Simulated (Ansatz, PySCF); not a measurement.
Reaction (SMILES): [O-][Si]([SiH3])([SiH3])[SiH3] → O[Si]([SiH2-])([SiH3])[SiH3]
Each molecule is optimised on its own at B3LYP-D3(BJ)/def2-TZVP (Ansatz, a first-principles code), one conformer each, not searched for the lowest. Frequencies are from Ansatz or PySCF.

Quantity: isomerisation energy (enthalpy at 298 K, with B3LYP-D3(BJ) rigid-rotor harmonic-oscillator terms), in kcal/mol. Cores are frozen in the correlated levels unless marked. Spin-orbit coupling is left out. Non-relativistic. Anions need diffuse functions: aug- sets have them; def2-D sets add few; the other sets have none. CBS marks a two-point X^-3 extrapolation of the correlation energy; Hartree-Fock from the larger set. The bracket is a focal-point correction in the basis named.

```csv
level,program,isomerisation energy (kcal/mol)
PBE-D4/def2-TZVPD,Ansatz + dftd4,7.5
PBE0-D4/def2-TZVPD,Ansatz + dftd4,6.3
```

Task: Predict the RI-MP2/CBS(aug-cc-pV(T+d)Z,aug-cc-pV(Q+d)Z)+[CCSD(T)-MP2]/aug-cc-pV(T+d)Z result (Ansatz).

Result: 8.4 kcal/mol
